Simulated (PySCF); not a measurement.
**Assigning NMR signals**

Atoms are numbered as in `[CH3:1][C:2]1=[C:3]([O:4][CH:5]=[O:6])[SiH2:7][Si@@H:8]1[F:9]`. Hydrogens are named by the atom that carries them. Ha(Si7) is cis to F9 on the ring; Hb(Si7) is trans to F9 on the ring.

- geometry from GFN2-xTB
- shielding tensors at PBE0/pcSseg-1 (GIAO)
- code: PySCF 2.14
- one computed conformer, no solvent, no relativistic terms, one averaged value for each set of equivalent atoms

δ = σ(ref) − σ, references computed at the same level: ¹³C (186.93 ppm) and ¹H (31.72 ppm) vs TMS.

Task: Assign these signals to the numbered atoms. ¹³C{¹H} NMR (computed): δ 167.5 (CH), 164.5 (C), 163.3 (C), 17.5 (CH3).

Result: 
167.5 → C5, ester carbonyl carbon: it is a carbonyl in resonance with an O or N lone pair, the region of acids, esters and amides
164.5 → C3, alkene carbon bearing oxygen: an sp2 carbon further deshielded by the attached heteroatom
163.3 → C2, β carbon of an enol-ether or enamine type C=C
17.5 → C1, allylic methyl carbon: saturated and bonded to C and H only

C3 and C2 lie closer than the usual error of such a calculation, so a measured spectrum could show them in the other order.

Task: Assign these signals to the numbered atoms. ¹H NMR (600 MHz, computed): δ 8.22 (s, 1H), 6.12 (m, 1H), 5.33 (m, 1H), 5.22 (m, 1H), 2.19 (s, 3H).

Result: 
```tsv
δ (ppm)	atoms	environment	reason
8.22	H(C5)	hydrogen on an ester carbonyl carbon	–
6.12	H(Si8)	hydrogen on a silicon bonded to C, F, Si, in a 4-membered ring	–
5.33	Ha(Si7)	hydrogen on a silicon bonded to C, Si, in a 4-membered ring	–
5.22	Hb(Si7)	hydrogen on a silicon bonded to C, Si, in a 4-membered ring	–
2.19	H(C1)	hydrogen on an allylic methyl carbon	allylic position
```

Ha(Si7) and Hb(Si7) lie closer than the usual error of such a calculation, so a measured spectrum could show them in the other order.

Splittings by ¹⁹F in the carbon and heteronuclear signals aren't shown, as no couplings were computed. Shifts are as computed. Against solution values, carbons near 30 ppm lie about +3 ppm off and those near 130 ppm about +5 ppm. Of 1211 compounds with measured shifts, 218 miss one by over three times the rms of a fit or turn the order of signals round; such compounds aren't used in these exercises. Multiplicities follow the n + 1 count of equivalent neighbours, as no J values were calculated; m marks all less simple cases, F and P coupling included.
